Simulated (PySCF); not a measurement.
# [Pb(NH2)3]− at several levels of theory

Computed with PySCF 2.14.0 (density fitting, no spin-orbit coupling) at the geometry relaxed with B3LYP:

```xyz
10
[Pb(NH2)3]− (singlet; a saddle point, relaxed within its symmetry)
Pb    0.4516    1.3220    0.0000
N    -0.2026   -0.1154    1.7027
H     0.7182   -0.4194    2.0501
H    -0.5442   -0.9588    1.2202
N    -0.2026   -0.1154   -1.7027
H    -0.5442   -0.9588   -1.2202
H     0.7182   -0.4194   -2.0501
N     2.6020    0.6310    0.0000
H     2.8952   -0.3465    0.0000
H     3.4254    1.2324    0.0000
```

```tsv
level	basis	state	HOMO (eV)	gap (eV)	charge on Pb1 (e)	dipole about the centre of mass (D)	largest force component (eV/Å)
B3LYP	Pb def2-SVP with ECP60, N def2-SVP, H def2-SVP	singlet	-0.27	5.29	0.28	2.06	0.00
B3LYP	Pb def2-TZVP with ECP60, N def2-TZVP, H def2-TZVP	singlet	-0.81	4.93	0.70	2.41	0.38
B3LYP	Pb x2c-SVPall, N x2c-SVPall, H x2c-SVPall	singlet	-0.26	5.35	0.31	2.11	0.70
```

Charges are Mulliken's, which hang on the basis. The relaxation used the grid (50, 194), these runs (75, 302) or, all-electron (x2c bases, spin-free X2C Hamiltonian), (99, 590).

Question: Order these levels, in the first row's basis, by the HOMO–LUMO gap they give here, smallest first.
A. TPSSh
B. M06-L
C. BP86
D. PBE0

Answer: C (3.77 eV), B (4.35 eV), A (4.76 eV), D (5.82 eV).

Question: And their other results?

Answer: 
```
level    state  HOMO (eV)  gap (eV)  charge on Pb1 (e)  dipole about the centre of mass (D)  largest force component (eV/Å)
 BP86  singlet       0.74      3.77               0.17                                 1.91                            0.37
TPSSh  singlet       0.22      4.76               0.28                                 2.00                            0.20
M06-L  singlet       0.65      4.35               0.42                                 2.08                            0.24
 PBE0  singlet      -0.55      5.82               0.32                                 2.05                            0.35
```

In the first row's basis the gap widens with exact exchange: 3.8 to 4.4 eV for BP86, M06-L (none); 4.8 to 5.8 eV for TPSSh, B3LYP, PBE0 (a fixed share).

The highest filled level of some runs lies above zero, as often for anions with such functionals and bases.
